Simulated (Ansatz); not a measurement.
CH4OSi, SMILES `C[Si]O` (lower singlet; C–Si–O–H torsion 0°) (charge 0, multiplicity 1). This singlet lies 1.86 eV below the relaxed triplet at the level frozen-core CCSD(T)/cc-pVTZ // B3LYP-D3(BJ)/def2-TZVP (Ansatz, a first-principles code).

Method: frozen-core CCSD(T)/6-31g // B3LYP-D3(BJ)/def2-TZVP run with Ansatz.

Ansatz 0.2 input:
```yaml
crystal:
  periodic: [false, false, false]
  atoms:
    - { symbol: C, position_ang: [-0.841594, 0.084595, 0.167124] }
    - { symbol: Si, position_ang: [0.511513, -1.126612, 0.772502] }
    - { symbol: O, position_ang: [1.870804, -0.399329, 0.151761] }
    - { symbol: H, position_ang: [-1.842659, -0.21342, 0.485994] }
    - { symbol: H, position_ang: [-0.838841, 0.142181, -0.928435] }
    - { symbol: H, position_ang: [-0.651394, 1.095598, 0.547811] }
    - { symbol: H, position_ang: [1.792174, 0.416991, -0.35674] }
basis:
  gaussian: { orbitals: "6-31g" }
correlation:
  method: ccsd_t
```

Output:

```
Functional definition: HF
470 factors; integrals over basis functions are off by at most 2.6e-4 eV
mean field evaluation 1: about -10987.9987 eV, gradient 3.5e1 eV
mean field evaluation 2: about -10988.0005 eV, gradient 3.5e1 eV
mean field evaluation 4: about -10990.5991 eV, gradient 2.6e0 eV
mean field evaluation 8: about -10990.6264 eV, gradient 2.8e-4 eV
mean field evaluation 16: about -10990.6197 eV, gradient 1.9e-1 eV
mean field -10990.62639724 eV, -403.8980703844 hartree, gradient 7.9e-6 eV, S^2 0.000000; 0 other end points of the search recorded, 0 dependent functions left out
7 core orbitals not correlated
reference -10990.62639724 eV, -403.8980703844 hartree; 9, 9 occupied and 23, 23 virtual orbitals, 470 factors
second order -7.09439195 eV of doubles, -0.00000000 eV of singles
cycle   1  -7.39537595 eV  change   -3.0e-1 eV  update   9.1e-2
cycle   2  -7.69175122 eV  change   -3.0e-1 eV  update   3.1e-2
cycle   3  -7.79471570 eV  change   -1.0e-1 eV  update   1.8e-2
cycle   4  -7.79271923 eV  change    2.0e-3 eV  update   4.5e-3
cycle   5  -7.79186303 eV  change    8.6e-4 eV  update   1.8e-3
cycle   6  -7.79175091 eV  change    1.1e-4 eV  update   5.8e-4
cycle   7  -7.79150872 eV  change    2.4e-4 eV  update   1.9e-4
cycle   8  -7.79147147 eV  change    3.7e-5 eV  update   6.5e-5
cycle   9  -7.79148736 eV  change   -1.6e-5 eV  update   2.0e-5
perturbative correction -0.16014262 eV, -0.0058851326 hartree
Total energy: -10998.57802722 eV, -404.1902873963 hartree
```
